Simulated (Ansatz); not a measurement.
```xyz
24

C    -1.6730   -0.7750   -2.0312
C    -0.2226   -0.3165   -2.0602
C     0.3898    0.0389   -0.7062
C     0.4503   -1.1466    0.2524
C     1.1435   -0.7780    1.5569
C     0.4725    0.4162    2.2212
C     0.3927    1.6031    1.2713
C    -0.2968    1.2230   -0.0320
H    -1.8023   -1.6785   -1.4306
H    -2.0234   -1.0030   -3.0405
H    -2.3347   -0.0073   -1.6233
H     0.3898   -1.1007   -2.5205
H    -0.1381    0.5572   -2.7169
H     1.4286    0.3429   -0.9035
H    -0.5678   -1.4881    0.4757
H     0.9631   -1.9877   -0.2274
H     1.1535   -1.6354    2.2369
H     2.1929   -0.5323    1.3500
H     1.0076    0.6944    3.1343
H    -0.5424    0.1329    2.5281
H    -0.1307    2.4374    1.7484
H     1.4079    1.9572    1.0514
H    -0.3187    2.0792   -0.7153
H    -1.3418    0.9667    0.1810
```

The species carries charge 0 and has multiplicity 1.

**Question.** List the B3LYP/def2-TZVPP orbital energies in eV (Ansatz 0.2.0). (Best estimate.)

**Answer.** Computed: Occupied: -276.57, -276.48, -276.45, -276.45, -276.45, -276.40, -276.40, -276.33, -22.83, -21.18, -20.14, -19.47, -17.26, -16.52, -15.61, -14.77, -12.87, -12.33, -12.18, -11.90, -11.82, -10.72, -10.27, -10.26, -10.21, -9.50, -9.42, -8.91, -8.88, -8.45, -8.01, -7.98. Lowest empty: 0.87, 1.21, 1.38, 1.62, 2.32, 2.48, 2.55, 2.67.

B3LYP here is the variant with VWN-RPA as its local correlation; programs differ in this.
